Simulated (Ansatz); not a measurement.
Relaxation of AsBrH6Si (9 atoms, charge 0, multiplicity 1), to a largest force component of 0.03 eV/Å in at most 50 steps.

All numbers below come from RKS PBE/def2-mTZVP in Ansatz 0.2.0.

```xyz
9
Properties=species:S:1:pos:R:3
Si -0.554 0.982 -0.363
Br -1.290 -2.172 1.252
H -0.582 2.230 -1.193
H -1.115 1.296 0.984
H -1.380 -0.048 -1.057
H -0.029 -1.551 0.755
As 1.704 0.463 -0.144
H 1.560 -0.572 0.991
H 1.686 -0.629 -1.225
```

Problem. Where does it end, and by what steps?

Solution. It converged. The force dipped under the threshold on the way, but the program's further checks kept it going. After 17 steps the energy has fallen by 0.150 eV; Br2 moved furthest, 1.04 Å.

```
step  energy less start (eV)  largest force component (eV/Å)  accepted
   0                  0.0000                           0.870       yes
   1                 -0.0936                           0.246       yes
   2                 -0.1146                           0.139       yes
   3                 -0.1253                           0.082       yes
   4                 -0.1300                           0.041       yes
   5                 -0.1371                           0.237       yes
   6                 -0.1380                           0.230       yes
   7                 -0.1433                           0.245       yes
   8                 -0.1466                           0.012       yes
   9                 -0.1470                           0.039       yes
  10                 -0.1476                           0.091       yes
  11                 -0.1481                           0.062       yes
  12                 -0.1487                           0.017       yes
  13                 -0.1492                           0.016       yes
  14                 -0.1493                           0.076       yes
  15                 -0.1490                           0.061        no
  16                 -0.1498                           0.032       yes
  17                 -0.1504                           0.010       yes
```

```xyz
9
Properties=species:S:1:pos:R:3
Si -0.514 1.304 -0.458
Br -1.009 -3.155 1.418
H -0.412 2.270 -1.597
H -0.995 2.035 0.756
H -1.496 0.231 -0.809
H -0.100 -2.093 1.025
As 1.694 0.490 -0.008
H 1.167 -0.640 0.907
H 1.666 -0.442 -1.234
```

Whether the end is a true minimum wasn't checked by a vibrational analysis.

Run time: 33 s on 2 threads of Arm Neoverse V2, with other jobs on the host, peak memory 0.16 GiB.
